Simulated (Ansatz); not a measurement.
Consider the atomization: `B[SiH](Cl)O[SiH3]` → B• + Cl• + 6 H• + O• + 2 Si•.

Gas-phase electronic energies from Ansatz, PBE0-D4/def2-TZVP geometries. CBS: MP2 limit from def2 TZ/QZ plus the TZ coupled-cluster correction, frozen cores. This one scheme is used for every species, atoms too. Functionals use def2-TZVPP. Open shells (•) are unrestricted, without spin–orbit coupling. Spin–orbit coupling would lower the free atoms: a little for B, Cl, O, Si. One conformer a species, not always the lowest.

Problem. What is ΔE at CCSD(T)/CBS? (An estimate is asked.)

Solution. The calculation gave: +3687.7 kJ/mol.

Problem. What do these levels give: r2SCANh-D4, BLYP, LC-ωPBE, HF/def2-TZVPP, MP2/def2-TZVPP, CCSD/CBS(def2)? (Estimate.)

Solution. Ansatz gave: r2SCANh-D4 3676.9, BLYP 3584.4, LC-ωPBE 3640.2, HF/def2-TZVPP 2833.6, MP2/def2-TZVPP 3633.9, CCSD/CBS(def2) 3648.4 kJ/mol.

Problem. What do rigid-rotor, harmonic-oscillator terms from PBE0-D4/def2-TZVP frequencies (298.15 K, 1 bar) make of the CCSD(T)/CBS value? (Estimate.)

Solution. The calculation gave: ΔZPE = -159.7 kJ/mol, ΔH = +3570.3 kJ/mol, ΔS = 1104 J/(mol·K), ΔG = +3241.1 kJ/mol. Open shells count their whole term as degenerate. Modes under 50 cm⁻¹ make the entropy rough.

Largest T1 diagnostic among the species: 0.014.

In def2-TZVPP, CCSD(T) changes the Hartree–Fock value by +752.6 kJ/mol (the triples alone add +39.3 kJ/mol) and MP2 by +800.3 kJ/mol; breaking electron pairs costs correlation energy, which Hartree–Fock lacks. Leaving LDA and LC-ωPBE aside and taking each functional with its dispersion term where it has one, the values, not all of them listed here, spread over 113.5 kJ/mol, from revPBE-D4 to ωB97X-V. LDA lies +453.6 kJ/mol from PBE without D4, its usual overbinding.

For atomizations the MP2-based limit and the directly extrapolated one differ by several kJ/mol either way, and by 10 to 25 for some Ge, Se and Sn compounds, so smaller differences from it don't rank the levels.
